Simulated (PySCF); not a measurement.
C₃H₃N₂, SMILES [N]1C=NC=C1 (connectivity only; charge and spin as stated), charge -1, multiplicity 1.

The structure is a stationary point at B3LYP-D3(BJ)/def2-SVPD. The spin state was assumed, not searched. The isomer is the one that the SMILES or the coordinates give; other isomers of the formula were not compared.

All values below come from PBE/def2-SVPD (PySCF).

Symmetry labels are those of the subgroup C2v that the program uses (full group C2v).

### Question
List the valence orbital energies around the gap with their symmetry. (An estimate is asked for; the answer gives what the named calculation found.)

### Answer

```csv
orbital,symmetry,energy (eV)
HOMO−7,A1,-6.29
HOMO−6,B2,-4.34
HOMO−5,B1,-4.19
HOMO−4,A1,-3.82
HOMO−3,A1,-1.10
HOMO−2,A2,-0.54
HOMO−1,B2,-0.18
HOMO,B1,0.37
LUMO,A1,4.75
LUMO+1,A1,5.29
LUMO+2,B2,5.44
LUMO+3,B1,5.96
```
